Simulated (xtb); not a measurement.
CH9GeNSi, SMILES C[SiH2][NH][GeH3]. All values are semi-empirical tight-binding results from xtb (GFN2-xTB unless named), good for trends rather than for accurate numbers. Geometry: GFN2-xTB. The structure was generated by enumeration, and PubChem lists no compound with its InChIKey, so it may never have been made. The values are those of a single conformer.

Optimised geometry:

```xyz
13

Si     1.6444    -0.7774     0.3991
C      2.1721     0.9513    -0.1592
N     -0.0248    -0.9554    -0.0404
Ge    -1.2998     0.3302    -0.1430
H      2.3690    -1.8399    -0.3095
H      1.8432    -0.9139     1.8531
H      2.0639     1.0643    -1.2343
H      3.2081     1.1524     0.0946
H      1.5576     1.7125     0.3162
H     -0.3787    -1.8936     0.0544
H     -1.4276     1.0970     1.1443
H     -0.9340     1.2833    -1.2363
H     -2.5881    -0.3642    -0.4562
```
Charge 0, spin multiplicity 1.

For metal compounds this method's bond lengths and energies can be far off.

The orbital gap is 5.55 eV and the zero-point energy is 56.2 kcal/mol. The G − E(el) at 298.15 K (modified RRHO) is 35.4 kcal/mol.

Computed atomic charges and the Wiberg bond orders between heavy atoms:
charges (e) Si1 0.49, C2 -0.20, N3 -0.39, Ge4 0.15, H5 -0.10, H6 -0.09, H7 0.03, H8 0.02, H9 0.03, H10 0.15, H11 -0.04, H12 -0.03, H13 -0.03. Bond orders Si1–C2 0.91, Si1–N3 1.03, N3–Ge4 1.08.
